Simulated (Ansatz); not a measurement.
Two structures of Si$_{4}$H$_{13}$ClO$_{2}$, closed shell, reached by relaxing down either side of one saddle point (PBE0-D4/def2-TZVP). Energies are electronic, without zero-point energy. Computed with Ansatz 0.2.0 (basis: def2-TZVPP and def2-QZVPP); correlated methods freeze the cores. Extrapolation: Hartree–Fock as exp(−7.88 √X), correlation as X^−2.97. First:

```xyz
20
angstrom
Si -0.5765 -0.3138 -0.0347
Si 0.7829 -0.9833 1.7598
Si -2.8245 -0.4596 0.6220
Si -0.2019 -1.7331 -1.8574
O -0.1963 1.2387 -0.5631
H 2.1283 2.5707 0.4018
Cl 1.5438 2.9860 1.5304
H 1.5184 1.5687 -1.1908
O 2.4333 1.8792 -1.0508
H 2.2220 -0.8163 1.4259
H 0.4688 -0.2150 2.9932
H 0.5054 -2.4251 2.0119
H -3.1125 0.5114 1.7133
H -3.0842 -1.8360 1.1265
H -3.7421 -0.1831 -0.5163
H -0.5047 -3.1265 -1.4329
H 1.2168 -1.6592 -2.3016
H -1.0811 -1.3765 -3.0037
H -0.1375 1.8988 0.1427
H 2.6414 2.4740 -1.7757
```

Second:

Si1  (-0.472, -0.256, -1.313)
Si2  (2.062, 0.339, 2.650)
Si3  (-1.772, -0.434, 0.636)
Si4  (-1.110, -1.842, -2.909)
O5  (-0.515, 1.229, -2.018)
H6  (0.986, 2.398, 0.734)
Cl7  (0.233, 3.398, 0.322)
H8  (0.941, -0.613, -0.907)
O9  (1.848, 0.974, 1.125)
H10  (3.442, -0.186, 2.800)
H11  (1.829, 1.466, 3.579)
H12  (1.091, -0.759, 2.889)
H13  (-1.384, 0.580, 1.654)
H14  (-1.568, -1.791, 1.216)
H15  (-3.214, -0.263, 0.316)
H16  (-0.978, -3.193, -2.298)
H17  (-0.245, -1.769, -4.116)
H18  (-2.527, -1.633, -3.306)
H19  (-0.385, 2.000, -1.449)
H20  (1.736, 0.352, 0.393)
(Å)

Task: Which bonds change from the first to the second?

Result: Si₄H₁₀O ([OH][Si]([SiH3])([SiH3])[SiH3]) + HCl + H₂O → Si₃H₈O ([OH][SiH]([SiH3])[SiH3]) + SiH₄O ([OH][SiH3]) + HCl; bonds formed: Si1–H8, Si2–O9; bonds broken: Si1–Si2, H8–O9.

Task: Give the saddle point's structure and its height above each. (An estimate is asked for; the value comes from the calculation.)

Result: Computed: 1.694 eV above the first and 2.376 eV above the second (CCSD(T) at an estimated basis limit (MP2 extrapolated from triple and quadruple zeta, plus CCSD(T) − MP2 in triple zeta)).
| atom | x (Å) | y (Å) | z (Å) |
| --- | --- | --- | --- |
| Si1 | -0.4244 | -0.0015 | -0.5853 |
| Si2 | 1.1835 | -0.8264 | 1.2225 |
| Si3 | -2.1901 | 0.1526 | 0.9522 |
| Si4 | -0.1732 | -1.9772 | -1.8371 |
| O5 | -0.1839 | 1.2319 | -1.6253 |
| H6 | 1.2943 | 2.3488 | 0.4935 |
| Cl7 | -0.4898 | 2.9255 | 0.7589 |
| H8 | 1.2477 | 0.5762 | 0.2228 |
| O9 | 2.0683 | 1.7383 | 0.2216 |
| H10 | 2.4810 | -1.4150 | 0.8165 |
| H11 | 1.2492 | -0.1132 | 2.5153 |
| H12 | 0.1341 | -1.8828 | 1.2472 |
| H13 | -1.6788 | 0.3943 | 2.3213 |
| H14 | -2.8577 | -1.1856 | 0.9384 |
| H15 | -3.1534 | 1.1787 | 0.4941 |
| H16 | -0.8011 | -3.1097 | -1.1100 |
| H17 | 1.2672 | -2.2785 | -2.0543 |
| H18 | -0.8430 | -1.7843 | -3.1481 |
| H19 | -0.3824 | 2.0744 | -1.1432 |
| H20 | 2.2525 | 1.9535 | -0.7005 |

The search had been set up for a ligand exchange through a proton shuttle (forming Si1–Cl7, H6–O9, Si2–H8, breaking Si1–Si2, H6–Cl7, H8–O9); from that guess it ended on this step instead.

T1 diagnostic: at most 0.015.

Labels in which every atom is bracketed show which atoms are joined, not bond orders.

For scale, one of the runs: CCSD(T)/def2-TZVPP, 454 basis functions, launched by `ansatz run in.yaml --threads 4 --pin off --events-out ev --progress --plain --max-ram 46080MiB --backend cuda --devices 0, --max-vram 37GiB`. Time: 20 s of wall clock on 4 CPU threads of an AMD EPYC 7R13 and a share of one NVIDIA H100; the host was shared. Peak host memory: 1.3 GiB.
